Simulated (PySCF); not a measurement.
PySCF input for Cl2GeH4Si, SMILES [SiH]([GeH3])(Cl)Cl, KT2/pcSseg-1. Coordinates come from a ωB97X-D3(BJ)/def2-SVP optimisation. The structure was generated by enumeration, and PubChem lists no compound with its InChIKey, so it may never have been made.

```python
import numpy as np
from pyscf import gto, scf, dft
from pyscf.prop.nmr import rks as nmr

mol = gto.M(
    atom='''
    Si    0.59486899    0.58164291   -0.00000000
    Cl    1.48964826   -0.21406979    1.68018245
    Cl    1.48964826   -0.21406979   -1.68018244
    Ge   -1.66761879   -0.07008373   -0.00000000
    H     0.84630561    2.04266025   -0.00000001
    H    -2.37043398    0.46901143   -1.25384352
    H    -2.37043398    0.46901143    1.25384352
    H    -1.71784286   -1.60263165    0.00000000
    ''',
    basis='pcSseg-1',
    charge=0,
    spin=0,
    max_memory=1600,
    verbose=3,
)
mf = dft.RKS(mol, xc='kt2')
mf.grids.level = 3
mf.conv_tol = 1e-10
mf.max_cycle = 100
mf.kernel()
n = nmr.NMR(mf)
n.verbose = 2
n.max_cycle_cphf = 60
sigma = n.kernel()
print('atom   isotropic/ppm   span/ppm')
for i, s in enumerate(sigma):
    w = np.linalg.eigvalsh((s + s.T) / 2)
    print(f'{mol.atom_symbol(i):2s}{i + 1:3d} {w.mean():14.3f} {w[2] - w[0]:11.3f}')
```

Program output:

```
converged SCF energy = -3307.02266888946
atom   isotropic/ppm   span/ppm
Si  1        326.002      69.217
Cl  2        854.310     291.692
Cl  3        854.310     291.692
Ge  4       1656.147      48.968
H   5         24.701       8.611
H   6         27.531      17.397
H   7         27.531      17.397
H   8         27.519      16.035
```

The calculation finished and met its thresholds.
